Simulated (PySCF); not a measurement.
PySCF input (BP86/6-31G* with LANL2DZ past Ar (5d)):

```python
from pyscf import gto, dft

mol = gto.M(
    atom='''
    Ga    0.03908312    0.00901922    0.02739589
    H    -0.34102489   -1.49850867   -0.35503713
    H    -0.87055175    1.21891281   -0.49423555
    ''',
    basis={'default': '6-31g*', 'Ga': 'lanl2dz'},
    ecp={'Ga': 'lanl2dz'},
    charge=0,
    spin=1,
    verbose=4,
)

mf = dft.UKS(mol, xc='bp86')
mf.grids.level = 3
mf.conv_tol = 1e-9
mf.max_cycle = 100
mf.max_memory = 1500
mf.kernel()
if not mf.converged:
    mf = mf.newton()
    mf.kernel(mf.make_rdm1())
mo, _, stable, _ = mf.stability(return_status=True)
if not stable:
    mf.kernel(mf.make_rdm1(mo, mf.mo_occ))
    stable = mf.stability(return_status=True)[2]
mf.dip_moment()
```

From the last part of the output:

```
radial grids:
    Treutler-Ahlrichs [JCP 102, 346 (1995); DOI:10.1063/1.469408] (M4) radial grids

becke partition: Becke, JCP 88, 2547 (1988); DOI:10.1063/1.454033
pruning grids: <function nwchem_prune>
grids dens level: 3
symmetrized grids: False
atomic radii adjust function: <function treutler_atomic_radii_adjust>
small_rho_cutoff = 0
Set gradient conv threshold to 3.16228e-05
tot grids = 40520
init E= 6.73697450417453
  alpha nocc = 3  HOMO = -0.050736566702789  LUMO = -0.00354989175139991
  beta  nocc = 2  HOMO = -0.235315636415388  LUMO = -0.0507365667027891

WARN: HOMO -0.050736566702789 >= LUMO -0.0507365667027891

cycle= 1 E= -3.14853731892388  delta_E= -9.89  |g|= 0.197  |ddm|= 1.73
  alpha nocc = 3  HOMO = -0.207407188353654  LUMO = -0.120620263919259
  beta  nocc = 2  HOMO = -0.268246894195262  LUMO = -0.14864486371383
  HOMO = -0.207407188354  LUMO = -0.148644863714  gap/eV = 1.59900
cycle= 2 E= -3.17905246735635  delta_E= -0.0305  |g|= 0.14  |ddm|= 0.751
  alpha nocc = 3  HOMO = -0.178883017100948  LUMO = -0.0935316471381563
  beta  nocc = 2  HOMO = -0.282302671884446  LUMO = -0.121601877848153
  HOMO = -0.178883017101  LUMO = -0.121601877848  gap/eV = 1.55870
cycle= 3 E= -3.2041831754599  delta_E= -0.0251  |g|= 0.00739  |ddm|= 0.293
  alpha nocc = 3  HOMO = -0.175227817614016  LUMO = -0.0891712548437354
  beta  nocc = 2  HOMO = -0.273667342636503  LUMO = -0.116220659662978
  HOMO = -0.175227817614  LUMO = -0.116220659663  gap/eV = 1.60567
cycle= 4 E= -3.20426091292781  delta_E= -7.77e-05  |g|= 0.000902  |ddm|= 0.0172
  alpha nocc = 3  HOMO = -0.175403192339857  LUMO = -0.0895744432640278
  beta  nocc = 2  HOMO = -0.273842549699363  LUMO = -0.116333003754431
  HOMO = -0.17540319234  LUMO = -0.116333003754  gap/eV = 1.60738
cycle= 5 E= -3.2042627604322  delta_E= -1.85e-06  |g|= 0.000194  |ddm|= 0.00373
  alpha nocc = 3  HOMO = -0.175395472893494  LUMO = -0.0896095473643063
  beta  nocc = 2  HOMO = -0.273741717082412  LUMO = -0.116295499371977
  HOMO = -0.175395472893  LUMO = -0.116295499372  gap/eV = 1.60819
cycle= 6 E= -3.20426285327407  delta_E= -9.28e-08  |g|= 1.13e-05  |ddm|= 0.00083
  alpha nocc = 3  HOMO = -0.175402948963757  LUMO = -0.0896173222650331
  beta  nocc = 2  HOMO = -0.273749699843914  LUMO = -0.116308823151634
  HOMO = -0.175402948964  LUMO = -0.116308823152  gap/eV = 1.60803
cycle= 7 E= -3.20426285348769  delta_E= -2.14e-10  |g|= 1.93e-06  |ddm|= 2.79e-05
  alpha nocc = 3  HOMO = -0.175401397068807  LUMO = -0.0896170143601501
  beta  nocc = 2  HOMO = -0.273749797953628  LUMO = -0.116308726986487
  HOMO = -0.175401397069  LUMO = -0.116308726986  gap/eV = 1.60799
Extra cycle  E= -3.2042628534922  delta_E= -4.51e-12  |g|= 1.14e-06  |ddm|= 8.18e-06
converged SCF energy = -3.2042628534922  <S^2> = 0.75060503  2S+1 = 2.0006049
uhf_internal: lowest eigs of H = [0.12634662 0.29786399 0.3129993 ]
<class 'pyscf.dft.uks.UKS'> wavefunction is stable in the internal stability analysis
Dipole moment(X, Y, Z, Debye):  0.36391,  0.08398,  0.25509
```
